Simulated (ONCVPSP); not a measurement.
# Before and after: ONCV potential for gallium (Ga)

gallium, optimised norm-conserving Vanderbilt (ONCV), made with ONCVPSP 4.0.1 (PBE, scalar-relativistic). Core [Ne], reference 3s2 3p6 3d10 4s1 (charge +2). Waves: 3s+4s: rc 1.20 bohr, ncon 5, nbas 8, qcut 10.4 1/bohr, 2 projectors; 3p: rc 1.10 bohr, ncon 4, nbas 9, qcut 15.5 1/bohr, 3 projectors, debl 0.5 Ha; 3d: rc 1.20 bohr, ncon 3, nbas 8, qcut 14.8 1/bohr, 3 projectors, debl 1.2 Ha; f scattering state at 0.4 Ha: rc 1.10 bohr, ncon 3, nbas 6, qcut 10.5 1/bohr, 2 projectors, debl 1 Ha. Local part: polynomial inside 0.85 bohr (lpopt 5, dvloc0 0 Ha). Core correction: Teter function, fcfact 4.75, rcfact 1.6.

In the p channel the program set the typed energies aside and used -4.380, 0.250, 0.750 Ha. In the d channel the program set the typed energies aside and used -1.446, 0.250, 1.450 Ha.

All-electron outer shells of the reference configuration (PBE, scalar-relativistic, ld1.x):

```csv
shell,level (eV),outermost node (bohr),outermost maximum (bohr)
2p,-1119.09,–,0.15
3s,-168.46,0.27,0.56
3p,-119.20,0.24,0.56
3d,-39.36,–,0.53
4s,-26.07,0.80,1.78
```

Change: all radii but the core radius scaled by about 1.24 (s 1.50, p 1.36, d 1.50, f 1.36 bohr); local potential polynomial inside 1.06 bohr (lpopt 5, dvloc0 0 Ha).

Cutoffs: the cutoffs (Ha) at which the residual kinetic energy of the hardest occupied pseudo-wave falls to 1 and 0.1 mHa per electron; they do not see the model core or the augmentation charge, which bear on the density cutoff. Errors are all-electron minus pseudo energies relative to the spin-unpolarised reference configuration.

Q: What does the change do?

A: The potential gets softer (79 Ha and 89 Ha → 66 Ha and 75 Ha); of the 4 tests that both files solve, the error grows in 2 and shrinks in 0 by more than 15 % and 0.3 meV (median size 3.1 → 4.2 meV); neither file shows a bound ghost. A larger radius leaves more room for a smooth pseudo-wave, so fewer plane waves are needed.

```tsv
quantity	base	changed
cutoff, loose	79 Ha	66 Ha
cutoff, tight	89 Ha	75 Ha
loose cutoff by channel	s 42 Ha, p 60 Ha, d 79 Ha	s 20 Ha, p 47 Ha, d 66 Ha
bound ghosts	none	none
GHOST(+) flags under 300 eV	none	none
error for 3s2 3p6 3d10 4s2 4p1, meV [ΔE -26.82 eV]	+3.4	+3.4
error for 3s2 3p6 3d10 4s2, meV [ΔE -21.13 eV]	+2.4	+2.2
error for 3s2 3p6 3d10 4s0, meV [ΔE 31.27 eV]	-2.7	-5.0
error for 3s1 3p6 3d10 4s2 4p1, meV [ΔE 130.87 eV]	-335	-686
rms error of d²Exc/dni dnj with the model core, mHa	2.78	2.89
```
